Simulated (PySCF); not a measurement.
Cartesian coordinates in Å; atom numbers follow the order of the lines, from 1:
```xyz
18

C    -2.8311   -0.1999    0.5280
C    -1.5651   -0.4656   -0.2674
C    -0.3391    0.1882    0.3467
C     0.9239   -0.0811   -0.4450
C     2.1536    0.5744    0.1513
N     3.3256    0.2190   -0.4359
O     2.1084    1.3610    1.0725
H    -2.7353   -0.5689    1.5529
H    -3.6993   -0.6867    0.0784
H    -3.0412    0.8716    0.5842
H    -1.6946   -0.1047   -1.2948
H    -1.4008   -1.5471   -0.3461
H    -0.2034   -0.1643    1.3736
H    -0.4875    1.2690    0.4242
H     1.1030   -1.1593   -0.5313
H     0.8140    0.2873   -1.4730
H     3.3607   -0.4338   -1.1962
H     4.1771    0.6350   -0.1019
```

Geometry: PBE0-D3(BJ)/def2-TZVP; GIAO shifts from PySCF 2.14.0 with density-fitted response routines, gas phase, non-relativistic, averaged over equivalent atoms.

At B97-2/pcSseg-2 (406 basis functions, 4.1 min wall time (5.9 min CPU) on 2 threads of an Intel Xeon, shared host):
```tsv
atoms	δ (ppm)
C5	176.4
C4	38.3
C3	30.9
C2	28.5
C1	17.6
N6	107.3
O7	405.9
H17	4.80
H18	4.62
H15/H16	2.11
H13/H14	1.58
H11/H12	1.21
H8/H9/H10	1.02
```

References, each an isolated molecule treated in the same way: TMS for $^{13}$C (185.38 ppm), $^{1}$H (31.64 ppm); $^{15}$N (261.75 ppm) vs NH3; H2O for $^{17}$O (327.66 ppm).

What do these become at wB97X-D/pcSseg-2?

## Answers


```json
{"atoms": "C5", "δ at wB97X-D/pcSseg-2": "182.1", "change": "+5.7"}
{"atoms": "C4", "δ at wB97X-D/pcSseg-2": "39.0", "change": "+0.7"}
{"atoms": "C3", "δ at wB97X-D/pcSseg-2": "30.4", "change": "-0.5"}
{"atoms": "C2", "δ at wB97X-D/pcSseg-2": "27.6", "change": "-0.9"}
{"atoms": "C1", "δ at wB97X-D/pcSseg-2": "17.2", "change": "-0.4"}
{"atoms": "N6", "δ at wB97X-D/pcSseg-2": "108.7", "change": "+1.4"}
{"atoms": "O7", "δ at wB97X-D/pcSseg-2": "415.9", "change": "+10.0"}
{"atoms": "H17", "δ at wB97X-D/pcSseg-2": "4.77", "change": "-0.03"}
{"atoms": "H18", "δ at wB97X-D/pcSseg-2": "4.65", "change": "+0.03"}
{"atoms": "H15/H16", "δ at wB97X-D/pcSseg-2": "2.07", "change": "-0.04"}
{"atoms": "H13/H14", "δ at wB97X-D/pcSseg-2": "1.56", "change": "-0.02"}
{"atoms": "H11/H12", "δ at wB97X-D/pcSseg-2": "1.17", "change": "-0.04"}
{"atoms": "H8/H9/H10", "δ at wB97X-D/pcSseg-2": "1.01", "change": "-0.01"}
```

References, each an isolated molecule treated in the same way: TMS for $^{13}$C (186.29 ppm) and $^{1}$H (31.63 ppm); NH3 for $^{15}$N (262.16 ppm); H2O for $^{17}$O (328.24 ppm).

The largest change is at O7 (amide-type carbonyl oxygen). Cost: 406 basis functions, 4.3 min wall time (7 min CPU) on 2 threads of an Intel Xeon, shared host. The order of the carbon signals is the same at both levels.

Hydrogen bonding in solution deshields acid and N–H amide carbonyl carbons by as much as 10 ppm beyond these values. Unscaled 17O shifts of doubly bonded oxygen tend to come out too high, by tens of ppm or more. Experimental scales use liquid or dissolved standards, which lie at an offset from isolated NH3 (liquid NH3: subtract about 20 ppm) and H2O (liquid H2O: subtract about 36 ppm).
